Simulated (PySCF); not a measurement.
Job for PySCF: R-HF/3-21G on HI (SMILES I).

```python
from pyscf import gto, scf, dft, mp
from pyscf.data.elements import chemcore

mol = gto.M(
    atom='''
    I     0.09519646   -0.03961787    3.80816139
    H    -1.49075591    0.19498922    3.60913124
    ''',
    basis='3-21g',
    charge=0, spin=0, verbose=3, max_memory=1800)
mf = scf.RHF(mol)
mf.conv_tol = 1e-8
mf.max_cycle = 100
mf.kernel()
if not mf.converged:
    mf = mf.newton().run(mf.mo_coeff, mf.mo_occ)
```

Program output:

```
converged SCF energy = -6887.8711015086
```

The run converged.

Cost: roughly 0.08 core-seconds.
